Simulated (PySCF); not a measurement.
## Correlation energy of Br²⁺ (bromine, charge +2)

[Ar] 3d10 4s2 4p3, high-spin 4S determinant. All numbers are calculated (PySCF 2.14, the spin-free X2C one-electron Hamiltonian (Gaussian nucleus), in x2c-SVPall). Frozen: [Ar] 3d10; 5 electrons correlated.

MP2 pair energies summed by pair of shells (mhartree):

```
 pair  energy  share (%)
4s-4p  -40.24       65.5
4p-4p  -14.74       24.0
4s-4s   -6.47       10.5
```

Total MP2 correlation energy: -61.45 mhartree.

Same-spin part -16.36 and opposite-spin part -45.09 mhartree; SCS-MP2 scales them by 1/3 and 6/5 to -59.56 mhartree.

```tsv
level	correlation energy (mhartree)
CCSD	-76.65
(T)	-0.77
CCSD(T)	-77.42
```

Diagnostics: T1 = 0.00089, D1 = 0.0022, largest double amplitude 0.057.

Task: Is a single reference adequate?

Result: Yes, within this model without spin-orbit coupling: T1 lies below 0.03 and no double amplitude reaches 0.07.
